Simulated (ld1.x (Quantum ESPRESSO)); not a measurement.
# Configuration tests for praseodymium (Pr) (TM)

- Element: praseodymium
- Generator: ld1.x (Quantum ESPRESSO) 7.5
- Type: norm-conserving Troullier–Martins (Kleinman–Bylander form)
- Functional: PBE
- Relativity: fully relativistic
- Frozen core: [Kr] 4d10
- Valence charge: 13
- Reference configuration: 4f3 5s2 5p6 5d0 6s2 6p0
- Partial waves: 5s (bound): rc 1.80 bohr; 5p (bound): rc 2.55 bohr; 5d (bound, empty): rc 2.80 bohr; 4f (bound): rc 1.70 bohr
- Local potential: all-electron potential smoothed inside 1.40 bohr (lloc = -2)
- Core correction: none

Open shells are filled in proportion to 2j + 1 (rel_dist='average').

Occupied shells without a wave of their own: 6s. They enter only through the test configuration that unscreens the potential.

Energies are relative to the spin-unpolarised reference configuration 4f3 5s2 5p6 5d0 6s2 6p0; without spin polarisation the order of configurations can differ from experiment.

| valence configuration | charge | ΔE all-electron (eV) | error AE − PS (meV) |
| --- | --- | --- | --- |
| 4f3 5s2 5p6 5d0 6s1 6p0 | +1 | 5.722 | -416 |
| 4f3 5s2 5p6 5d0 6s0 6p0 | +2 | 16.347 | -1195 |
| 4f2 5s2 5p6 5d0 6s0 6p0 | +3 | 37.870 | -1982 |
| 4f1 5s2 5p6 5d0 6s0 6p0 | +4 | 76.809 | -1632 |
| 4f4 5s2 5p6 5d0 6s0 6p0 | +1 | 8.672 | -372 |
| 4f3 5s2 5p6 5d1 6s0 6p0 | +1 | 6.649 | -755 |
| 4f2 5s2 5p6 5d1 6s2 6p0 | 0 | 1.096 | +498 |

Levels in the configuration 4f2 5s2 5p6 5d0 6s0 6p0:

| level | all-electron (eV) | pseudo (eV) |
| --- | --- | --- |
| 4f j=5/2 | -29.996 | -30.396 |
| 4f j=7/2 | -29.596 | -30.002 |
| 5s j=1/2 | -65.513 | -66.317 |
| 5p j=1/2 | -49.171 | -50.022 |
| 5p j=3/2 | -46.042 | -46.858 |

These tests converged, but a pseudo level misses the all-electron one widely, so the file describes the atom poorly there or has found another state: 4f2 5s2 5p6 5d0 6s0 6p0: empty 6s by 2.9 eV; 4f1 5s2 5p6 5d0 6s0 6p0: empty 6s by 8.4 eV (a node warning on the way); 4f2 5s2 5p6 5d1 6s2 6p0: 4f by 1.7 eV. The 6s level has no wave, so the channel is fitted at the deeper level alone: the likely source of the large errors.

A Bessel basis up to 400 Ry misses an occupied level by 0.05 Ry, so cutoffs and ghosts were not judged. The potential misses its own reference levels by up to 0.3 eV.
